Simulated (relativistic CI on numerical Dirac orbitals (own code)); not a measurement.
**Co3+ in a cubic cluster: 2p photoemission with charge transfer**

Computed with a charge-transfer multiplet model of a cubic metal-ligand cluster with up to 3 ligand holes, Slater and spin-orbit integrals from Dirac-Coulomb-Breit ions, Slater integrals scaled by 0.9. The ground state mixes d6 with configurations of k ligand holes L, whose averages lie at kΔ + k(k − 1)U_dd/2; a core hole lowers each added d electron by U_cd. 300 K, Lorentzian 0.6 eV and Gaussian 0.8 eV FWHM.

Atomic integrals in eV (Slater integrals scaled, ζ unscaled), ground: F2dd 11.345, F4dd 7.087, zeta_d 0.071; with the core hole: F2dd 12.888, F4dd 8.096, zeta_d 0.102, zeta_core 9.658, F2cd 7.721, G1cd 5.944, G3cd 3.382.

Cluster parameters (eV): U_dd = 7.3, U_cd = 8.6, 10Dq = 1.1, 10Dq(ligand) = 0.2, V(eg) = 2.15, V(t2g) = -1.18, final-state hopping factor = 1.

| Case | n_d | d6 | d7L | d8L2 | d9L3 | S |
| --- | --- | --- | --- | --- | --- | --- |
| Δ = 3.5 eV | 6.22 | 0.78 | 0.21 | 0.01 | 0.00 | 2.00 |
| Δ = 4.5 eV | 6.18 | 0.83 | 0.17 | 0.01 | 0.00 | 2.00 |
| Δ = 6.5 eV | 6.12 | 0.88 | 0.12 | 0.00 | 0.00 | 2.00 |

Weights, n_d and S are thermal averages at 300 K. Binding energies count from the first peak over 30 % of the highest in each spectrum, which can be another peak from case to case. The parameters are a model scan and need not match a compound or its usual spin state. Peaks in eV (height, largest 100):
- Δ = 3.5 eV: 0.0 (100), 1.7 (68), 7.1 (65), 12.6 (21), 16.7 (55), 24.0 (32)
- Δ = 4.5 eV: 0.0 (100), 1.8 (67), 5.2 (37), 7.0 (61), 13.0 (16), 16.8 (53), 23.3 (31)
- Δ = 6.5 eV: 0.0 (100), 2.4 (61), 5.6 (34), 7.4 (43), 12.2 (12), 16.9 (53), 23.4 (24)

Curve for Δ = 3.5 eV (points under 2 left out, the grid thinned):

(E (eV), Intensity): (-3.6, 2.1), (-2.8, 3.2), (-2.0, 5.9), (-1.2, 17.3), (-0.4, 79.6), (0.4, 83.0), (1.2, 65.1), (2.0, 65.5), (2.8, 55.1), (3.6, 51.1), (4.4, 37.7), (5.2, 34.8), (6.0, 37.0), (6.8, 61.7), (7.6, 57.4), (8.4, 47.9), (9.2, 41.9), (10.0, 31.7), (10.8, 24.9), (11.6, 21.0), (12.4, 20.9), (13.2, 19.9), (14.0, 16.0), (14.9, 15.9), (15.7, 28.1), (16.5, 54.0), (17.3, 52.2), (18.1, 40.7), (18.9, 31.6), (19.7, 20.0), (20.5, 13.8), (21.3, 12.9), (22.1, 15.1), (22.9, 24.6), (23.7, 31.7), (24.5, 30.2), (25.3, 21.7), (26.1, 16.3), (26.9, 13.8), (27.7, 11.0), (28.5, 7.9), (29.3, 5.4), (30.1, 4.2), (30.9, 3.4), (31.7, 2.1)

For the case Δ = 4.5 eV, Δ = 4.5 eV is smaller than U_dd = 7.3 eV, the charge-transfer side of the Zaanen-Sawatzky-Allen scheme. With the core hole the configuration with one ligand hole lies at Δ − U_cd = -5.1, -4.1, -2.1 eV from the one without, in the order of the table; where this is negative the screened configuration lies lower, though the effective hopping of about 3.4 eV (from the holes of the mixed ground state) mixes the two strongly wherever it is as large as the gap.
